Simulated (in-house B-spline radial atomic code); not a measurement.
Ag³⁶⁺. Computed with a B-spline radial atomic code. Model: all-electron spherical atom, spin shells full or empty, radial basis limit, no spin-orbit coupling: exact exchange with a local potential (Slater, KLI or optimised effective potential, whose far tail is KLI's), no correlation.

Empty minority-spin level lies below the highest occupied level: each spin potential is zero at infinity, spin occupations fixed.

Exchange potential has not reached -1/r at the last radius.

The run also made RPA and GW results, which its time includes.

The Slater potential averages the orbital exchange potentials with the orbital densities as weights, KLI adds orbital constants, and the optimised effective potential minimises the exact-exchange energy among local potentials. So their energies lie above Hartree-Fock in the order OEP, KLI, Slater. All fall off as −1/r, unlike LDA and GGA exchange.

Command:
```bash
python run_gw.py task.json out
```
Settings (lengths in bohr, energies in hartree):
```
Z                      47
electrons              11
configuration          [Ne] 3s1
hamiltonian            nr
method                 oep
lmax                   9
spin_polarised         True
box_radius             2.67
intervals              63
ion_configuration      [He] 2s2 2p6
```

Run time, properties included: 4.5 s on 1 thread of Arm Neoverse N1, on a shared host.

Given: hamiltonian non-relativistic; mean-field start exchange-only OEP.

Computed: energy above Hartree-Fock 2.7563 millihartree; virial ratio -E/T less 1 0.

```tsv
radius (bohr)	r times exchange potential up (hartree bohr)	r times exchange potential down (hartree bohr)
0.00106	-0.041488	-0.0436
0.00127	-0.049671	-0.052202
0.00152	-0.059383	-0.062414
0.00182	?	?
0.00218	-0.08485	-0.089205
0.0026	-0.10089	-0.10609
0.00311	-0.12016	-0.1264
0.00372	-0.14287	-0.15035
0.00445	-0.16949	-0.17846
0.00532	-0.20033	-0.21112
0.00637	-0.23614	-0.24914
0.00761	-0.27627	-0.29193
0.0091	-0.3212	-0.34013
0.0109	-0.37049	-0.39347
0.013	-0.421	-0.44884
0.0156	-0.4732	-0.50723
0.0186	-0.51971	-0.56112
0.0223	-0.55803	-0.60888
0.0266	-0.57836	-0.64075
0.0318	-0.57359	-0.65096
0.0381	-0.5435	-0.64001
0.0456	-0.52402	-0.64067
0.0545	-0.57934	-0.71217
0.0651	-0.70978	-0.86031
0.0779	-0.85016	-1.0282
0.0932	-0.95942	-1.1752
0.111	-1.0261	-1.2869
0.133	-1.0412	-1.3595
0.159	?	?
0.191	-0.83072	-1.3549
0.228	-0.68769	-1.2995
0.273	-0.81609	-1.2319
0.326	-0.94515	-1.1675
0.39	-0.98653	-1.1079
0.466	-0.99761	-1.0441
0.558	-1.0005	-0.98801
0.667	-0.99999	-0.94252
```

What belongs in the row 0.00182?

r times exchange potential up (hartree bohr): -0.070993; r times exchange potential down (hartree bohr): -0.074625.

What belongs in the row 0.159?

r times exchange potential up (hartree bohr): -0.98503; r times exchange potential down (hartree bohr): -1.3809.

```csv
occupied,level (hartree),Hartree-Fock level (hartree)
1s up,-981.98,-993.12
1s down,-984.32,-992.91
2s up,?,?
2s down,-208.19,-208.85
2p up,-197.76,-200.28
2p down,-200.16,-200.16
3s up,-84.793,-84.792
```

What belongs in the row 2s up?

level (hartree): -205.79; Hartree-Fock level (hartree): -209.14.

| empty | level (hartree) |
| --- | --- |
| 3s down | -85.797 |
| 3p down | -83.156 |
| 3p up | ? |
| 3d down | -79.699 |
| 3d up | -78.051 |
| 4s down | -46.557 |
| 4s up | -46.299 |
| 4p down | -45.441 |
| 4p up | ? |
| 4d down | -44.062 |
| 4d up | -43.7 |
| 4f down | -43.246 |
| 4f up | -42.887 |

What belongs in the row 3p up?

level (hartree): -81.989.

What belongs in the row 4p up?

level (hartree): -45.141.

The highest level, 3s up, differs from Hartree-Fock by -0.021 eV and the deepest, 1s down, by +234 eV: a local potential can match the highest level but can't give each shell its own exchange.
